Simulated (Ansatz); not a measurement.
System: SnHCl, charge 0, singlet. SnHCl (SMILES [SnH][Cl]).
B3LYP-D3(BJ)/def2-TZVP minimum from Ansatz (a quantum-chemistry and plane-wave program):
```xyz
3

Sn    -0.3096    -0.3059     0.4101
H     -1.4270    -0.9130    -0.8448
Cl     0.9945     0.9535    -1.1565
```
Charge 0, spin multiplicity 1.

Total energies in hartree (Ansatz). UHF or UKS for unpaired electrons; spin-orbit terms are left out. Cores are frozen in correlated methods (noble-gas shells, and filled d and f shells in the p block). Past Kr the def2 sets carry scalar-relativistic core potentials. Where a partner has so few electrons that a lower coupled-cluster level is exact, that level stands in. Spin-orbit terms, left out, reach several kcal/mol for Br and I, and more for heavier atoms.

```tsv
species	HF/def2-TZVPP	CCSD(T)/def2-TZVPP	HF/def2-QZVPP	CCSD(T)/def2-QZVPP	CCSDT(Q)/def2-QZVPP
1: SnHCl (SMILES [Cl][SnH])	-673.48444	-673.80009	-673.49925	-673.84153	-673.84316
2: Sn (triplet)	-213.33992	-213.39742	-213.34066	-213.40091	-213.40140
3: H (doublet)	-0.49981	-0.49981	-0.49998	-0.49998	-0.49998
4: Cl (doublet)	-459.47685	-459.66464	-459.48954	-459.69535	-459.69632
```

Work out the atomisation energy (electronic, to ground-state atoms) in kcal/mol: take Hartree-Fock from def2-QZVPP, extrapolate the CCSD(T) correlation energy as X^-3 (X = 3, 4), and add CCSDT(Q) - CCSD(T) in def2-QZVPP. 1 hartree = 627.51 kcal/mol.


Species 1: correlation (64·(-0.34228) - 27·(-0.31565))/37 = -0.36171; step -0.00163; E1 = -673.49925 + (-0.36171) + (-0.00163) = -673.86259
Species 2: correlation (64·(-0.06025) - 27·(-0.05750))/37 = -0.06226; step -0.00049; E2 = -213.34066 + (-0.06226) + (-0.00049) = -213.40341
Species 3: correlation (64·(0.00000) - 27·(0.00000))/37 = 0.00000; step +0.00000; E3 = -0.49998 + (0.00000) + (+0.00000) = -0.49998
Species 4: correlation (64·(-0.20581) - 27·(-0.18779))/37 = -0.21896; step -0.00097; E4 = -459.48954 + (-0.21896) + (-0.00097) = -459.70947
-1·E1 +1·E2 +1·E3 +1·E4 = 0.24973 hartree = 156.7 kcal/mol.
